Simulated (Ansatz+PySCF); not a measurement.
## quintet CrO: levels of theory in one basis

```xyz
2

Cr    0.0000    0.0000    0.0000
O     0.0000    0.0000    1.6150
```

Basis set: def2-SVP (spherical functions). Left uncorrelated: 6 orbitals. Correlation on ROHF uses semicanonical orbitals with singles. Charge 0, multiplicity 5.

Computed with Ansatz (development build ahead of 0.2.0); each method stands on the lowest determinant of its kind that the runs found.

| method | E − E(ROHF) (eV) | <S²> of the determinant |
| --- | --- | --- |
| ROHF | 0.00 | 6.00 |
| UHF | -1.97 | 6.88 |
| ROHF-MP2 | -13.37 | – |

(1) What does UHF-MP2 give on the same scale?

(2) Is a single determinant a sound starting point here?

Results:

(1) -11.97 eV.

(2) It is doubtful. Unrestricted orbitals lower Hartree–Fock by 1.97 eV and <S²> is 6.88 where a pure state has 6.00, a sign of strong static correlation.

Caution: another spin multiplicity may lie lower. Caution for ROHF, ROHF-MP2: an unrestricted determinant lies well below. Caution for UHF, UHF-MP2: the unrestricted determinant is a mixture of spin states. Caution for UHF: the determinant may break the point group.
